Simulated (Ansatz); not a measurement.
Program: Ansatz. Geometries: PBE0-D4/def2-TZVP. ΔE: electronic, gas phase. CCSD(T)/CBS is the MP2 limit (def2-TZVPP, def2-QZVPP) plus CCSD(T) − MP2 in def2-TZVPP, frozen cores. DFT in def2-TZVPP. B3LYP here is the variant with VWN-RPA as its local correlation; programs differ in this. One conformer a species, not always the lowest.

`CC[Si]O[SiH3]` → `O[Si@H]1C[C@@H]1[SiH3]`  (isomerisation)

`CC[Si]O[SiH3]`:

Z-matrix (Å, degrees):
```
C
C 1 1.531
H 1 1.093 2 111.7
H 1 1.094 2 111.9 3 -120.0
H 1 1.095 2 111.8 3 119.9
Si 2 1.908 1 112.2 3 -177.2
H 2 1.099 1 110.2 3 61.1
H 2 1.096 1 110.1 3 -56.3
O 6 1.651 2 101.1 1 -67.0
Si 9 1.643 6 150.4 2 -4.8
H 10 1.483 9 108.6 6 -141.9
H 10 1.488 9 111.0 6 -21.9
H 10 1.485 9 109.2 6 98.4
```

`O[Si@H]1C[C@@H]1[SiH3]`:

Z-matrix (Å, degrees):
```
Si
C 1 1.825
C 1 1.835 2 51.3
O 1 1.639 2 123.3 3 108.3
H 1 1.471 2 121.9 3 -106.0
H 2 1.087 1 121.5 3 106.3
H 2 1.087 1 120.0 3 -105.0
Si 3 1.848 1 121.9 2 -108.4
H 3 1.090 1 116.5 2 104.8
H 4 0.958 1 118.4 2 -29.0
H 8 1.490 3 109.0 1 27.0
H 8 1.488 3 111.0 1 -92.7
H 8 1.491 3 112.3 1 145.8
```

CCSD(T)/CBS gives +76.2 kJ/mol.

Problem. Another level gave +76.5 kJ/mol. Which?
A. PBE0-D4/def2-TZVPP
B. B3LYP/def2-TZVPP
C. r2SCAN/def2-TZVPP
D. SCS-MP2/def2-TZVPP

Solution. D. SCS-MP2/def2-TZVPP 76.5, PBE0-D4 61.8, r2SCAN 56.9, B3LYP 87.4 kJ/mol.

Largest T1 diagnostic among the species: 0.013.

The D4 term adds +3.1 kJ/mol with B3LYP and +1.8 kJ/mol with PBE0; it sums over pairs of atoms, weighted by their polarisabilities, and B3LYP, whose exchange is more repulsive, gets the larger term. In def2-TZVPP, CCSD(T) changes the Hartree–Fock value by −20.5 kJ/mol (the triples alone add −4.3 kJ/mol) and MP2 by −35.8 kJ/mol.
